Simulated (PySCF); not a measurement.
# Electron correlation in Zr²⁺ (zirconium, charge +2)

[Kr] 4d1 5p1, one real determinant (an excited configuration). Calculation: PySCF 2.14, in def2-TZVPPD with the def2 core potential (28 electrons); a scalar-relativistic core potential. Frozen: nothing; 10 electrons correlated.

MP2 pair energies summed by pair of shells (mhartree):

```json
{"pair": "4p-4p", "energy": "-112.69", "share (%)": "59.3"}
{"pair": "4p-4d", "energy": "-28.91", "share (%)": "15.2"}
{"pair": "4s-4p", "energy": "-23.54", "share (%)": "12.4"}
{"pair": "4p-5p", "energy": "-13.38", "share (%)": "7.0"}
{"pair": "4s-4s", "energy": "-5.24", "share (%)": "2.8"}
{"pair": "4s-4d", "energy": "-2.80", "share (%)": "1.5"}
{"pair": "4d-5p", "energy": "-2.77", "share (%)": "1.5"}
{"pair": "4s-5p", "energy": "-0.57", "share (%)": "0.3"}
```

Total MP2 correlation energy: -189.91 mhartree.

Same-spin part -55.12 and opposite-spin part -134.79 mhartree; SCS-MP2 scales them by 1/3 and 6/5 to -180.12 mhartree.

The reference is one real determinant that mixes LS terms of this configuration.

The basis has no tight functions for the innermost shells, so their pair energies are far from complete.

This basis was not built for core-valence correlation, so the inner-shell part is incomplete.
